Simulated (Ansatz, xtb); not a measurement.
System: HSe, charge -1, multiplicity 1. Whether it binds its extra electron was not tested at this geometry. SMILES: [SeH-]
Geometry from a B3LYP-D3(BJ)/def2-TZVP (Ansatz, a quantum-chemistry and plane-wave program) optimisation:
```xyz
2

Se     0.0000     0.0000    -0.0422
H      0.0000     0.0000     1.4361
```
Charge -1, spin multiplicity 1.

Harmonic wavenumbers from GFN2-xTB (xtb, at its own minimum), cm⁻¹: 2469.

Give the harmonic wavenumbers at B3LYP-D3(BJ)/def2-TZVP (Ansatz, finite differences of forces, unscaled).

2325 cm⁻¹. Zero-point energy 3.3 kcal/mol.

From these and the geometry, give the ideal-gas thermochemistry at 298.15 K and 1 atm (rigid rotor, harmonic oscillator).

Point group C∞v, rotational symmetry number 1. Rotational constants 232.3, 232.3 GHz. S(trans) 39.05, S(rot) 8.52, S(vib) 0.00, S(elec, spin only) 0.00, S 47.6 cal/(mol K). H(298) - H(0) 2.07 kcal/mol; G - E(el) -8.8 kcal/mol.
